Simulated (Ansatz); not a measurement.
Consider the atomization: `FC1N=C[SiH2]O1` → 2 C• + F• + 4 H• + N• + O• + Si•.

Isolated molecules relaxed with PBE0-D4/def2-TZVP in Ansatz; ΔE leaves out vibrations. CCSD(T)/CBS is the MP2 limit (def2-TZVPP, def2-QZVPP) plus CCSD(T) − MP2 in def2-TZVPP, frozen cores. This one scheme is used for every species, atoms too. Functionals use def2-TZVPP. Open shells (•) are unrestricted, without spin–orbit coupling. Spin–orbit coupling would lower the free atoms: a little for C, F, O, Si.

```csv
level,ΔE (eV)
r2SCAN,41.63
PBE0,41.54
HF/def2-TZVPP,28.39
MP2/CBS(def2),42.79
```

What does CCSD(T)/CBS give? (Best estimate.)

Computed: +41.58 eV. The listed levels differ from it by 0.05, -0.04, -13.19, 1.21 eV.

Largest T1 diagnostic among the species: 0.013.

From PBE to PBE0 (25 % exact exchange), in def2-TZVPP and without D4, ΔE moves by −1.23 eV: exact exchange takes away binding that semilocal exchange gives to molecules. In def2-TZVPP, CCSD(T) changes the Hartree–Fock value by +11.89 eV (the triples alone add +0.87 eV) and MP2 by +13.10 eV; breaking electron pairs costs correlation energy, which Hartree–Fock lacks.

For atomizations the MP2-based limit and the directly extrapolated one differ by several kJ/mol either way, and by 10 to 25 for some Ge, Se and Sn compounds, so smaller differences from it don't rank the levels.
